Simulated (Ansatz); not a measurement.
`[AlH2][S][SnH3]` + `C[SeH]` → `C[Se][SnH3]` + `[AlH2][SH]` at 298.15 K and 1 bar (ligand exchange at the Sn–S bond).

Computed with Ansatz on PBE0-D4/def2-TZVP structures; ΔE is electronic, products minus reactants. CBS: MP2 limit from def2 TZ/QZ plus the TZ coupled-cluster correction, frozen cores. This one scheme is used for every species. def2 core potentials past Kr. For Se, Sn outer-core shells are correlated without core-valence functions, which leaves a few kJ/mol of doubt a bond. Scalar relativity is left out up to krypton.

```json
{"species": "`[AlH2][S][SnH3]`", "CCSD(T)/CBS energy (Eh)": "-856.85532", "H − E (kJ/mol)": "115.3", "S (J/(mol·K))": "355.3"}
{"species": "`C[SeH]`", "CCSD(T)/CBS energy (Eh)": "-2441.15625", "H − E (kJ/mol)": "129.5", "S (J/(mol·K))": "267.5"}
{"species": "`C[Se][SnH3]`", "CCSD(T)/CBS energy (Eh)": "-2656.39593", "H − E (kJ/mol)": "172.4", "S (J/(mol·K))": "356.1"}
{"species": "`[AlH2][SH]`", "CCSD(T)/CBS energy (Eh)": "-641.61836", "H − E (kJ/mol)": "72.6", "S (J/(mol·K))": "268.0"}
```

H − E and S are ideal-gas, rigid-rotor, harmonic terms from PBE0-D4/def2-TZVP. 1 Eh = 2625.50 kJ/mol, R = 8.31446 J/(mol·K).

Q: By hand: ΔE, ΔH, ΔS and ΔG.

A: ΔE = (-2656.39593) + (-641.61836) − (-856.85532) − (-2441.15625) = -0.00272 Eh = -7.1 kJ/mol. Δ(H − E) = 172.4 + 72.6 − 115.3 − 129.5 = 0.2, so ΔH = -6.9 kJ/mol. ΔS = 356.1 + 268.0 − 355.3 − 267.5 = 1.3 J/(mol·K). ΔG = -6.9 − 298.15 × (1.3)/1000 = -7.3 kJ/mol.

Q: By hand: the equilibrium constant, and the temperature at which ΔG would vanish if ΔH and ΔS stayed fixed.

A: log₁₀ K = −ΔG/(RT ln 10) = 1.3. ΔH and −TΔS have one sign here, so there is no such temperature. One of them is within its doubt of zero, so this could turn.

The number of gas molecules stays the same, so ΔS is small and ΔH decides. A doubt of 5 kJ/mol in ΔE shifts log₁₀ K by 0.9 here. Modes under 60 cm⁻¹, often nearly free rotors, make the harmonic entropy too high. These are equilibria of isolated gas molecules and say nothing of rates. Largest T1 diagnostic: 0.013 (customary marks: 0.02 for closed shells, 0.045 for open ones).
